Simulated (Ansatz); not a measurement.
`B[SiH2]N` + H₂Te → `N[SiH2][TeH]` + BH₃  (cleavage of the Si–B bond)

Isolated molecules relaxed with PBE0-D4/def2-TZVP in Ansatz; ΔE leaves out vibrations. CCSD(T)/CBS is the MP2 limit (def2-TZVPP, def2-QZVPP) plus CCSD(T) − MP2 in def2-TZVPP, frozen cores. This one scheme is used for every species. Functionals use def2-TZVPP. HSE06 is defined as in plane-wave codes. def2 core potentials past Kr. For Te outer-core shells are correlated without core-valence functions, which leaves a few kJ/mol of doubt a bond. One conformer a species, not always the lowest.

| level | ΔE (kJ/mol) | difference from CCSD(T)/CBS |
| --- | --- | --- |
| PBE-D4 | -80.6 | 9.1 |
| revPBE-D4 | -81.4 | 8.3 |
| BLYP-D4 | -82.8 | 6.9 |
| r2SCAN-D4 | -84.8 | 4.9 |
| HSE06-D4 | -84.7 | 5.0 |
| BHLYP-D4 | -90.2 | -0.5 |
| ωB97M-V | -85.8 | 3.9 |
| revPBE | -78.1 | 11.6 |
| BLYP | -77.3 | 12.4 |
| r2SCAN | -84.2 | 5.5 |
| r2SCAN0 | -86.9 | 2.8 |
| CAM-B3LYP | -78.1 | 11.6 |
| LC-ωPBE | -78.4 | 11.3 |
| HF/def2-SVP | -84.6 | 5.1 |
| CCSD(T)/def2-TZVPP | -82.5 | 7.2 |
| CCSD/CBS(def2) | -88.1 | 1.6 |
| CCSD(T)/CBS | -89.7 | 0 |

Largest T1 diagnostic among the species: 0.011.

From PBE to PBE0 (25 % exact exchange), in def2-TZVPP and without D4, ΔE moves by −3.8 kJ/mol. Leaving LDA and LC-ωPBE aside and taking each functional with its dispersion term where it has one, the values, not all of them listed here, spread over 19.4 kJ/mol, from BHLYP-D4 to B97M-V. LDA lies +4.3 kJ/mol from PBE without D4.
